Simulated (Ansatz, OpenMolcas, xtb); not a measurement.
AlSi2H5O (SMILES [SiH3][Al]1[O][SiH2]1): methods side by side

AlSi2H5O: 9 atoms, total charge 0, spin state singlet. As SMILES, `[SiH3][Al]1[O][SiH2]1`. Geometry: relaxed at PBE0-D4/def2-TZVP.

Each level gives the HOMO–LUMO gap (eV). The values are calculated.

```tsv
level	kind	program	value (eV)	CPU time
GFN1-xTB	semi-empirical	xtb	2.52	under 2 s
HF/6-31G* (spherical functions)	Hartree–Fock	Ansatz	9.40	2.3 s
SVWN5/6-31G* (spherical functions)	LDA	Ansatz	2.65	4.7 s
revPBE/6-31G* (spherical functions)	GGA	Ansatz	2.74	8.3 s
TPSS/6-31G* (spherical functions)	meta-GGA	OpenMolcas	2.92	56 s
PBE0/6-31G* (spherical functions)	global hybrid	Ansatz	4.45	9 s
wB97M-V/6-31G* (spherical functions)	range-separated hybrid	Ansatz	8.05	1.9 min
wB97X/6-31G* (spherical functions)	range-separated hybrid	Ansatz	8.52	39 s
PBE-QIDH/6-31G* (spherical functions)	double hybrid	Ansatz	7.46	13 s
```

The values span 2.52 to 9.40 eV. Orbital gaps aren't excitation energies, and those of double hybrids come from the SCF part alone; they tend to grow with the share of exact exchange. Times are those of the runs behind each value, whatever else they computed, on shared processors of several kinds: orders of magnitude only.
